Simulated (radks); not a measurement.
Results of a calculation; reference values are marked as such.
Eu XIV, 50 electrons, occupied as [Kr] 4d10 4f2 5s2. Code: a radial shooting solver on a logarithmic mesh with Libxc functionals. Model: scalar-relativistic Kohn-Sham, exchange-only LDA, spin-polarised, spherical densities, point nucleus; open shells are filled with parallel spins first (spin-orbit coupling, left out, can overturn this in heavy ions). Some entries of the table are withheld. Estimate them.

| orbital | occ. | eigenvalue (Ry) | <r^2> (bohr^2) |
|---|---|---|---|
| 1s down | 1 | -3571.066 | 0.0006801 |
| 1s up | 1 | -3571.065 | 0.0006801 |
| 2s up | 1 | -602.6650 | 0.01070 |
| 2s down | 1 | -602.6620 | 0.01070 |
| 2p up | 3 | -539.2665 | 0.008599 |
| 2p down | 3 | -539.2645 | 0.008599 |
| 3s up | 1 | -147.9090 | 0.07129 |
| 3s down | 1 | -147.8204 | 0.07123 |
| 3p up | 3 | -128.1776 | 0.07137 |
| 3p down | 3 | -128.0899 | 0.07130 |
| 3d up | 5 | -101.7249 | 0.06005 |
| 3d down | 5 | -101.6564 | 0.05997 |
| 4s up | 1 | -44.24619 | 0.3492 |
| 4s down | 1 | -44.05940 | 0.3493 |
| 4p up | 3 | -37.61097 | 0.3878 |
| 4p down | 3 | -37.42753 | 0.3881 |
| 4d up | 5 | -28.34011 | (1) |
| 4d down | 5 | -28.16086 | (2) |
| 5s up | 1 | -18.48831 | 1.435 |
| 5s down | 1 | -18.38529 | 1.444 |
| 4f up | 2 | -18.07931 | 0.5366 |
| 4f down | 0 | -17.90109 | 0.5404 |

Answer. 
(1) 4d up <r^2> (bohr^2): 0.4443
(2) 4d down <r^2> (bohr^2): 0.4451
